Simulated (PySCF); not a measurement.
C4H2BrCl.

```xyz
8

C      2.6589     0.7466     0.0000
C      1.4834     0.4621     0.0000
C      0.0988     0.1081     0.0000
Br    -0.2904    -1.7419     0.0000
C     -0.9191     0.9805     0.0000
Cl    -0.6771     2.6779     0.0000
H      3.7035     1.0060     0.0000
H     -1.9611     0.6550     0.0000
```

Geometry: ωB97X-D3(BJ)/def2-SVP. The structure was generated by enumeration; whether it is a known compound was not checked.

Calculation: KT2/pcSseg-1 in PySCF. Non-relativistic, no solvent.

Question: Give the absolute GIAO shielding of each atom: isotropic value and principal components (ppm). (Estimate from the structure and the level; the computed values follow.)

Answer: 
```
atom  σ(iso)     σ11     σ22     σ33    span
----  ------  ------  ------  ------  ------
C1      94.7    43.9    56.0   184.1   140.2
C2     107.0    15.4    16.3   289.5   274.1
C3      70.6    -5.8   103.2   114.3   120.1
Br4   1845.6  1298.1  1379.4  2859.3  1561.2
C5      53.3   -35.4    81.2   114.0   149.4
Cl6    663.6   431.3   690.9   868.5   437.2
H7      27.3    23.6    23.9    34.4    10.9
H8      24.8    19.2    26.0    29.3    10.2
```
